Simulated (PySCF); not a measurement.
# Simulated absorption spectrum

Species: C5H10BNO2.
SMILES: `C/N=C\[C@@H]1CCOBO1`

Theory: PySCF, TDDFT CAM-B3LYP/def2-SVPD, vertical, gas phase, core orbitals frozen in the response. One conformer (not necessarily the lowest) at the PBE0-D3(BJ)/def2-SVP geometry, without solvent, vibrations or thermal averaging.

Computed states:

| state | E (eV) | f |
| --- | --- | --- |
| S1 | 4.89 | 0.0022 |
| S2 | 6.90 | 0.011 |
| S3 | 7.38 | 0.0037 |
| S4 | 7.52 | 0.203 |
| S5 | 7.86 | 0.0028 |
| S6 | 7.92 | 0.054 |
| S7 | 7.96 | 0.058 |
| S8 | 8.08 | 0.0080 |
| S9 | 8.20 | 0.0097 |
| S10 | 8.25 | 0.0011 |

Broadening: Gaussians 0.4 eV wide at half height, area fixed by f = 4.319×10⁻⁹ ∫ε dν̃. The width is an assumption, not a result. The curve ends short of the highest state used, and states not computed would add to its high-energy end.

Problem. Give the broadened spectrum and its maxima.

Solution. 
| E (eV) | ε (L mol⁻¹ cm⁻¹) |
| --- | --- |
| 4.29 | 0 |
| 4.36 | 1 |
| 4.44 | 5 |
| 4.52 | 14 |
| 4.60 | 36 |
| 4.68 | 71 |
| 4.76 | 112 |
| 4.83 | 140 |
| 4.91 | 146 |
| 4.99 | 122 |
| 5.07 | 82 |
| 5.15 | 44 |
| 5.23 | 19 |
| 5.30 | 8 |
| 5.38 | 2 |
| 5.46 | 0 |
| 5.54 | 0 |
| 5.62 | 0 |
| 5.69 | 0 |
| 5.77 | 0 |
| 5.85 | 0 |
| 5.93 | 0 |
| 6.01 | 0 |
| 6.09 | 0 |
| 6.16 | 0 |
| 6.24 | 0 |
| 6.32 | 2 |
| 6.40 | 11 |
| 6.48 | 37 |
| 6.56 | 107 |
| 6.63 | 222 |
| 6.71 | 418 |
| 6.79 | 631 |
| 6.87 | 771 |
| 6.95 | 792 |
| 7.03 | 807 |
| 7.10 | 1074 |
| 7.18 | 2133 |
| 7.26 | 4462 |
| 7.34 | 8020 |
| 7.42 | 11781 |
| 7.49 | 13915 |
| 7.57 | 14050 |
| 7.65 | 12244 |

Maxima: 254 nm (4.89 eV), ε about 150, made up of S1 (100%); 179 nm (6.92 eV), ε about 800, made up of S2 (96%) (hardly more than a shoulder); 165 nm (7.53 eV), ε about 14000, made up of S4 (96%) (ε in L mol⁻¹ cm⁻¹; maxima over ε = 5, shares over 10%).

Problem. Coming from long wavelengths, where does ε first pass 100 L mol⁻¹ cm⁻¹?

Solution. At about 262 nm (4.74 eV), 0.15 eV below S1.

Problem. On this curve, what absorbance would a 10⁻⁵ mol/L sample give at 266 nm over a 1 cm path?

Solution. 266 nm is 4.661 eV, where ε is about 61 L mol⁻¹ cm⁻¹, so A = ε c l ≈ 0.00061 (Beer–Lambert, with the gas-phase spectrum and the assumed width).

Problem. What would ε be at 7.53 eV, the highest of these maxima, with half the width (0.2 eV)?

Solution. About 27400 L mol⁻¹ cm⁻¹ against 14300, a factor of about 1.9; a lone state at its own centre would give exactly 2.

The vertical ionisation energy (ΔSCF) is 9.38 eV, 1.13 eV above S10.

Time: 8.7 min (with the writing of density and orbital grids); peak memory 1.3 GiB. Hardware: one thread of an Arm Neoverse N1, on a shared host.
